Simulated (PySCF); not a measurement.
B(F)2(I), BF2I, SMILES FB(F)I, singlet (PBE0/def2-SVP optimised geometry):

```
4

B     -0.729     0.001     0.000
F     -1.394     1.128     0.000
F     -1.391    -1.128     0.000
I      1.394     0.001     0.000
```

Computed with PBE0/def2-TZVP, def2 effective core potentials past Kr (PySCF).

Task: What are the frontier orbital energies and the dipole moment?

Result: HOMO-2 -10.50 eV, HOMO-1 -8.40 eV, HOMO -8.14 eV, LUMO -0.67 eV, LUMO+1 -0.09 eV; dipole moment 0.43 D.

On the same geometry PBE/def2-TZVP, def2 effective core potentials past Kr (PySCF) gives HOMO-2 -9.11 eV, HOMO-1 -7.23 eV, HOMO -6.93 eV, LUMO -1.64 eV, LUMO+1 -0.97 eV; dipole moment 0.39 D.
